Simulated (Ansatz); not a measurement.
Total energies of the cluster Li2Br2⁺ (the lowest doublet isomer of a short search) from Ansatz at PBE0-D4/def2-TZVP, gas phase (1 Eh = 27.2114 eV = 2625.5 kJ/mol). The reference geometry is relaxed at r2SCAN-D4/def2-TZVP.

```xyz
4

Li   -0.387   -1.626    1.008
Li   -0.002    1.824   -0.696
Br    1.194    0.284    0.846
Br   -0.805   -0.482   -1.158
```

```
           state                        geometry  energy (Eh)
charge 1 doublet                       reference  -5162.62261
charge 0 singlet                       reference  -5162.88738
charge 1 quartet  relaxed at r2SCAN-D4/def2-TZVP  -5162.41747
```

Work out the vertical electron affinity, to the singlet.

E(charge 1 doublet) − E(charge 0 singlet) = -5162.62261 − (-5162.88738) = 0.26477 Eh = 7.20 eV.

Which of the charge 1 states is lowest, and how far above it are the others?

The doublet. quartet: -5162.41747 − (-5162.62261) = 0.20514 Eh = 538.6 kJ/mol. The quartet differs in its bonds from the reference.

The structure comes from a short search, and lower isomers may exist.
